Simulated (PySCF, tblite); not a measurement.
C₅H₉NOSi₂.
Structure used (GFN2-xTB), in Å, numbered top down from 1:
```
atom  x, y, z in Å
N1    -1.6483    0.3781    2.9816
C2    -1.2489   -0.2481    2.1116
C3    -0.7262   -1.0142    1.0151
C4    -0.0950   -0.0977   -0.0501
Si5   -1.4451    0.9596   -0.9047
C6     0.5763   -0.9225   -1.1111
C7     1.8527   -0.6464   -1.3242
O8     2.4403    0.3158   -0.5498
Si9    1.4097    0.9171    0.5901
H10    0.0236   -1.7075    1.4135
H11   -1.5389   -1.6093    0.5841
H12   -0.8236    1.7335   -1.9773
H13   -2.0816    1.8218    0.0868
H14   -2.4328    0.0348   -1.4731
H15    0.0368   -1.6722   -1.6640
H16    2.5103   -1.0918   -2.0526
H17    1.8709    0.4992    1.9108
H18    1.3110    2.3560    0.4015
```

Theory: PBE0/pcSseg-1 in PySCF (dipole) on a GFN2-xTB geometry, gas phase.

Masses are those of the commonest isotopes; rigid-rotor values at the optimised geometry. The values belong to one conformer with, in the numbering `[N:1]#[C:2][CH2:3][C@:4]1([SiH3:5])[CH:6]=[CH:7][O:8][SiH2:9]1`, C2–C3–C4–Si5 -67°.

Q: What are A, B and C (MHz)?

A: Ia = 293.93, Ib = 519.66, Ic = 618.84 u·Å²; 505379 MHz·u·Å²/I gives A = 1719, B = 972.5, C = 816.7 MHz.

Q: Classify the top.

A: An asymmetric top. Ray's parameter κ = (2B − A − C)/(A − C) = -0.655; −1 is the prolate and +1 the oblate limit.

Q: What does the inertial defect say?

A: Not planar: Δ = Ic − Ia − Ib = -194.75 u·Å². For a rigid frame Δ = −2 Σ m c², so Σ m c² = 97.38 u·Å² lies off the ab plane: 21.86 from hydrogen and 75.52 from heavier atoms. The atom farthest from that plane is 2.24 Å away.

Q: Give the other two planar moments, Paa and Pbb, and the rms extents of the mass along the axes.

A: Paa = Σ m a² = (Ib + Ic − Ia)/2 = 422.28 and Pbb = Σ m b² = (Ia + Ic − Ib)/2 = 196.56 u·Å². With the mass M = 155.02 u, the rms extents √(P/M) along a, b and c are 1.65, 1.13, 0.79 Å.

Q: Which types of transition are allowed, and where do some lines up to J = 3 fall?

A: The dipole components are |μa| = 2.30 D, |μb| = 1.50 D, |μc| = 1.89 D. Intensities carry the squares of the components, which stand as 1.00 : 0.42 : 0.67 (a : b : c). Some lines, for components of 0.1 D or more:

```csv
type,branch,"J(Ka,Kc)",MHz,lower level (cm⁻¹)
a,Q,"2(1,1) ← 2(1,2)",468,0.199
b,Q,"1(1,0) ← 1(0,1)",903,0.060
c,Q,"2(2,1) ← 2(1,1)",2241,0.214
b,Q,"2(2,0) ← 2(1,1)",2263,0.214
b,Q,"2(2,1) ← 2(1,2)",2708,0.199
a,R,"2(1,2) ← 1(1,1)",3422,0.085
c,Q,"3(3,1) ← 3(2,1)",4030,0.472
b,R,"2(1,2) ← 1(0,1)",4169,0.060
a,R,"3(0,3) ← 2(0,2)",5282,0.178
b,R,"3(1,3) ← 2(0,2)",5734,0.178
b,R,"2(2,1) ← 1(1,0)",5975,0.090
b,R,"3(3,1) ← 2(2,0)",9482,0.290
```

Q: Estimate the classical rotational partition function at 50 K, 298.15 K and 500 K.

A: Point group C1, symmetry number σ = 1; q = (√π/σ)·√((kT/h)³/(ABC)), k/h = 20836.6 MHz/K: 51000 at 50 K, 743000 at 298.15 K, 1610000 at 500 K.

Its GFN2-xTB frequencies are all real (lowest 54 cm⁻¹). These are rigid-rotor constants of the computed structure; measured ground-state constants (B0) also hold zero-point vibration. A rigid rotor knows nothing of internal rotation, which can split or shift real lines. Quadrupole hyperfine structure (14N) is left out.
